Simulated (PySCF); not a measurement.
**Do core-level shifts follow atomic charges?**

Species: C5H3FOS.
Structure used (PBE0-D3(BJ)/def2-SVP), in Å, numbered top down from 1:
```
atom  x, y, z in Å
O1    -0.580    2.360    0.001
C2    -0.267    1.184   -0.005
C3     1.094    0.717   -0.274
C4     1.498   -0.573   -0.303
S5     0.499   -1.945   -0.029
C6    -1.026   -1.204    0.271
C7    -1.261    0.126    0.266
F8    -2.483    0.561    0.519
H9     1.823    1.509   -0.466
H10    2.538   -0.839   -0.512
H11   -1.843   -1.900    0.479
```

Binding energies: PySCF, delta-SCF UKS SCAN, pcX-2 on the ionised atom, pcseg-1 elsewhere, spin-free X2C. Charges: PBE0/pcSseg-1 ground-state density, for the ionised atom.

| atom | environment | C 1s (eV) | Mulliken (e) | IAO (e) | Hirshfeld (e) | ESP (e) |
| --- | --- | --- | --- | --- | --- | --- |
| C3 | unsaturated ring CH carbon | 290.99 | -0.115 | -0.209 | -0.060 | -0.423 |
| C6 | unsaturated ring CH carbon | 291.84 | -0.329 | -0.336 | -0.081 | -0.281 |
| C4 | unsaturated ring CH carbon | 291.99 | -0.251 | -0.269 | -0.048 | -0.143 |
| C2 | ring carbonyl carbon | 293.08 | +0.209 | +0.308 | +0.104 | +0.704 |
| C7 | unsaturated ring carbon | 293.18 | +0.302 | +0.247 | +0.076 | +0.093 |

Q: Give the correlation coefficient and slope of binding energy on charge for each scheme.

A: Hirshfeld: r = 0.89, slope 9.6 eV per e; IAO: r = 0.85, slope 2.6 eV per e; ESP: r = 0.84, slope 1.7 eV per e; Mulliken: r = 0.77, slope 2.5 eV per e. Hirshfeld charges have the highest r, on only 5 points.

Q: The point-charge model writes a binding energy as kq + V + constant, with V the potential of the other atoms' charges at the site. What does it give with the Hirshfeld charges?

A: V = Σ 14.40 eV Å × q/r over all other atoms: +0.95 eV at C3, +1.92 eV at C6, +1.34 eV at C4, -2.50 eV at C2, -1.02 eV at C7. Fitting binding energy − V to q gives k = 30.8 eV per e and leaves an rms residual of 0.23 eV, against 0.37 eV for the fit on q alone. The model has no term for differences in relaxation between sites.

Geometry: PBE0-D3(BJ)/def2-SVP; no solvent, vibrations or thermal averaging.
